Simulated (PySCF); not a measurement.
**Computed vibrations of [Nd(NH2)4]−**

[Nd(NH2)4]− (singlet in the valence; each metal's 4f electrons, 3 of them, lie in its core potential, out of spins and levels). PySCF 2.14.0, RKS BP86, Nd lcecp-1-SVP with ECP49, N def2-SVP, H def2-SVP; non-relativistic Hamiltonian with scalar-relativistic core potentials where named; density fitting; no spin-orbit coupling. Central differences of gradients.

```xyz
13

Nd    0.0000    0.0000    0.0000
N     1.1320    1.4465    1.4465
H     1.5559    1.2010    2.3561
H     1.5559    2.3561    1.2010
N    -1.1320   -1.4465    1.4465
H    -1.5559   -1.2010    2.3561
H    -1.5559   -2.3561    1.2010
N     1.1320   -1.4465   -1.4465
H     1.5559   -2.3561   -1.2010
H     1.5559   -1.2010   -2.3561
N    -1.1320    1.4465   -1.4465
H    -1.5559    2.3561   -1.2010
H    -1.5559    1.2010   -2.3561
```

Run from Python with OMP_NUM_THREADS=2. Where DIIS fails, smearing, a level shift and second-order steps follow.
It took 88 s on 2 threads of Arm Neoverse V2, on a shared host.

**Question.** What are the harmonic wavenumbers and infrared intensities?

**Answer.** Modes are labelled in D2d; negative numbers are unstable modes, those under 60 cm⁻¹ near the noise; a finer grid moves soft modes by up to 10 cm⁻¹.
| cm⁻¹ | km/mol | symmetry |
| --- | --- | --- |
| -145 | – | a2 |
| -37 | – | e |
| -37 | – | e |
| 80 | 0.0 | b1 |
| 86 | 0.1 | b2 |
| 98 | 0.0 | a1 |
| 102 | 1.8 | e |
| 102 | 1.8 | e |
| 226 | 0.0 | b1 |
| 231 | 0.0 | a2 |
| 286 | 91.2 | e |
| 286 | 91.2 | e |
| 308 | 83.2 | e |
| 308 | 83.2 | e |
| 321 | 0.0 | b1 |
| 328 | 191.7 | b2 |
| 332 | 0.0 | a1 |
| 427 | 166.1 | e |
| 427 | 166.1 | e |
| 434 | 128.4 | b2 |
| 453 | 0.0 | a1 |
| 1460 | 14.7 | b2 |
| 1460 | 0.5 | e |
| 1460 | 0.5 | e |
| 1465 | 0.0 | a1 |
| 3354 | 27.5 | e |
| 3354 | 27.5 | e |
| 3355 | 24.3 | b2 |
| 3356 | 0.0 | a1 |
| 3439 | 0.0 | a2 |
| 3440 | 20.9 | e |
| 3440 | 20.9 | e |
| 3440 | 0.0 | b1 |

**Question.** Is this a minimum?

**Answer.** No: 3 unstable; the lowest moves the atoms so:
```
Nd   0.00  0.00  0.00
N    0.00  0.00  0.00
H    0.31 -0.07 -0.16
H   -0.31  0.16  0.07
N    0.00  0.00  0.00
H    0.31 -0.07  0.16
H   -0.31  0.16 -0.07
N    0.00  0.00  0.00
H   -0.31 -0.16 -0.07
H    0.31  0.07  0.16
N    0.00  0.00  0.00
H   -0.31 -0.16  0.07
H    0.31  0.07 -0.16
```

An lcecp potential fixes the number of 4f electrons, so in runs with it no electron can move into or out of that shell.
